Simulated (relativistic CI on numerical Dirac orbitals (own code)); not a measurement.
Computed by Dirac-Coulomb-Breit CI, separate exchange-only KLI orbitals for each configuration, model QED (radiative potential, 1s self-energy scaled to tabulated hydrogen-like ionisation energies), valence Slater integrals scaled by 0.85, P86 correlation energy added to each configuration (own radial code, finite nucleus).

CI space (outside the closed core 1s2): 2s², 2s2p, 2s3s, 2p², 2s3p, 2s3d, 2p3s, 2s4s, 2s4p, 2s4d, 2s4f, 2p3p, 2s5s, 2s5p, 2s5d, 2s5f, 2s5g, 3s², 3s3p. Levels of other configurations are missing.

For a near-neutral ion this model can misplace configurations by up to about 10,000 cm⁻¹ (more where the count of f electrons changes) and terms by 10 to 25 % of their spread. Rates follow the energies as ν³ (E1, M1) or ν⁵ (E2), so they and the lifetimes can be off by large factors. The fine structure of a lone outer electron comes out too small, for d and f at times inverted, and misplaced configurations move strength between like terms. 13 of the 13 excited levels that our extract of the measured tables holds in this range could be paired (the sources list more); they are missed by 446 cm⁻¹ on average and 1934 at most, and levels without a partner can miss by more.

Outline of the computed level scheme of Be I. Lowest level of each configuration: 2s² ¹S0 at 0.0000 eV; 2s2p ³P°0 at 2.6807 eV; 2s3s ³S1 at 6.4569 eV; 2s3d ¹D2 at 7.3422 eV; 2s3p ³P°0 at 7.3439 eV; 2p² ³P0 at 7.4339 eV; 2s4s ³S1 at 8.1004 eV; 2s4d ¹D2 at 8.2138 eV; 2s4p ³P°0 at 8.3904 eV.

Some strong electric-dipole decays among the lowest 29 levels: 2s2p ¹P°1 → 2s² ¹S0 (6.3e+08 s⁻¹); 2p² ³P0 → 2s2p ³P°1 (5.3e+08 s⁻¹); 2p² ³P2 → 2s2p ³P°2 (4.0e+08 s⁻¹); 2p² ³P1 → 2s2p ³P°2 (2.2e+08 s⁻¹); 2p² ³P1 → 2s2p ³P°0 (1.8e+08 s⁻¹); 2s3d ³D3 → 2s2p ³P°2 (1.7e+08 s⁻¹); 2p² ³P2 → 2s2p ³P°1 (1.3e+08 s⁻¹); 2p² ³P1 → 2s2p ³P°1 (1.3e+08 s⁻¹).

Rates of lines that live on the mixing of spin multiplicities can be off by large factors.

LS names give the leading component of a level, which can be under half, so a name can repeat, a term be missing and a line seem to break the LS rules.
